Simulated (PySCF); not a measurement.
GeH4O, SMILES [OH][GeH3].

Geometry optimised at PBE0-D3(BJ)/def2-TZVP.

These are PySCF with r2SCAN/def2-TZVPD values and carry that method's errors.

| Item | Result |
|---|---|
| total energy | -2154.62610 hartree |
| point group | Cs |
| highest occupied level | -7.25 eV |
| lowest empty level | -0.56 eV |
| orbital gap | 6.68 eV |
| dipole moment | 1.42 D |
| quadrupole, principal values (traceless, Buckingham form, about the centre of nuclear charge) | -4.36, -1.21, 5.56 D·Å |
| mean static polarisability | 37.8 bohr³ (5.60 Å³) |
| polarisability, principal values | 37.1, 37.3, 39.0 bohr³ |
